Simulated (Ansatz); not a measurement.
Input for Ansatz (development build ahead of 0.2.0):

```yaml
crystal:
  periodic: [false, false, false]
  atoms:
    - { symbol: Be, position_ang: [0.0, 0.0, 0.83938] }
    - { symbol: H, position_ang: [0.0, 0.0, -0.83938] }
basis:
  gaussian: { orbitals: STO-3G }
magnetization:
  initial_magnetization: 1
hamiltonian:
  xc: hf
correlation:
  method: ccsd_t
  frozen_orbitals: { Be: 0, H: 0 }
```

The input is written out in the form of the current development build from the run's settings. Correlation on restricted open-shell orbitals is semicanonical, with singles.

Results

```yaml
Converged: yes
Reference_energy: -14.89672 hartree
CCSD_correlation_energy: -0.03407 hartree
Triples_correction: -0.00065 hartree
Total_energy: -14.93145 hartree
Spin_squared_of_the_determinant: 0.750
```
